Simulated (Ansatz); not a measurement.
Basis-set extrapolation for `CBOCN` (PBE0-D4/def2-TZVP geometry, frozen core, the Gaussian-basis code of Ansatz). Multiplicity 1, RHF reference.

|  | def2-TZVPP | def2-QZVPP |
| --- | --- | --- |
| HF | -234.529214 | -234.540770 |
| MP2 correlation | -0.900807 | -0.963767 |
| CCSD(T) correlation | -0.978896 | not run |

Energies in hartree. Use E(X) = E(∞) + A·exp(−7.88·√X) for Hartree–Fock and E(X) = E(∞) + B·X^(−2.97) for correlation, with X = 3 and 4, and add CCSD(T) minus MP2 of the smaller set to the MP2 limit.

Problem. What is the CCSD(T) energy at the basis-set limit?

Solution. HF limit: -234.540770 + (-0.011556) × 0.13774 = -234.54236. MP2 limit: -0.963767 + (-0.062960) × 0.74074 = -1.01040. Higher-order term: -0.978896 − (-0.900807) = -0.07809. Total: -235.63085 hartree, 77.0 kcal/mol below CCSD(T)/def2-TZVPP.
